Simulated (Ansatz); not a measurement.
Gas-phase electronic energies from Ansatz, PBE0-D4/def2-TZVP geometries. CCSD(T)/CBS is the MP2 limit (def2-TZVPP, def2-QZVPP) plus CCSD(T) − MP2 in def2-TZVPP, frozen cores. DFT in def2-TZVPP. B3LYP here is the variant with VWN-RPA as its local correlation; programs differ in this. For Ga outer-core shells are correlated without core-valence functions, which leaves a few kJ/mol of doubt a bond. Scalar relativity is left out up to krypton.

Consider the redistribution: `[CH3][Al]([CH3])[GaH2]` + `[CH3][Al-]1([Cl])[O]C=CC=[O+]1` → `[CH3][Al-]1([CH3])[O]C=CC=[O+]1` + `[CH3][Al]([Cl])[GaH2]`.

Q: Is it downhill or uphill in electronic energy at CCSD(T)/CBS, and by how much? (Estimate.)

A: Computed: Nearly level: ΔE = +1.9 kJ/mol.

Q: What do these levels give: PBE-D4, BLYP-D4, r2SCAN-D4, B3LYP-D4, B2PLYP, PBE, CAM-B3LYP, HF/def2-SVP, MP2/def2-SVP, CCSD/def2-SVP, MP2/def2-QZVPP, MP2/CBS(def2)? (An estimate is asked.)

A: Computed: PBE-D4 -0.8, BLYP-D4 -0.8, r2SCAN-D4 1.6, B3LYP-D4 0.2, B2PLYP 0.0, PBE -1.3, CAM-B3LYP 0.2, HF/def2-SVP 3.4, MP2/def2-SVP 0.4, CCSD/def2-SVP 0.9, MP2/def2-QZVPP 1.2, MP2/CBS(def2) 1.5 kJ/mol.

Largest T1 diagnostic among the species: 0.016.

Leaving LDA and LC-ωPBE aside and taking each functional with its dispersion term where it has one, the values, not all of them listed here, spread over 3.0 kJ/mol, from BLYP-D4 to r2SCAN0-D4. From BLYP to BHLYP (50 % exact exchange), in def2-TZVPP and without D4, ΔE moves by +3.1 kJ/mol.
